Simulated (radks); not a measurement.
The numbers below are computed, except where a source is named.
Coulomb parameter of the 5d shell of neutral gold in the model configuration [Xe] 4f14 5d8 6s1 6p2, as a second difference U = [E(n + 0.25) + E(n - 0.25) - 2 E(n)] / (0.25)^2 with all orbitals relaxed. "Bare": the charge of the atom changes with n. "Screened": the 6p shell takes up the change at fixed total charge, which measures U(5d,5d) + U(6p,6p) - 2 U(5d,6p). Code: a radial shooting solver on a logarithmic mesh with Libxc functionals. Model: scalar-relativistic Kohn-Sham, LDA (Slater exchange, Perdew-Wang correlation), spin-unpolarised, spherical densities, point nucleus.

| case | configuration | E - E(n) (eV) |
|---|---|---|
| start | [Xe] 4f14 5d8 6s1 6p2 | 0.000 |
| bare +0.25 | [Xe] 4f14 5d8.25 6s1 6p2 | -3.434 |
| bare -0.25 | [Xe] 4f14 5d7.75 6s1 6p2 | 4.058 |
| screened +0.25 | [Xe] 4f14 5d8.25 6s1 6p1.75 | -2.820 |
| screened -0.25 | [Xe] 4f14 5d7.75 6s1 6p2.25 | 2.993 |

U(bare) = 9.975 eV, U(screened by 6p) = 2.774 eV, against the Slater integral F0(5d,5d) = 16.575 eV with frozen orbitals. The step up makes a negative ion, whose loosely bound charge lowers the bare value.
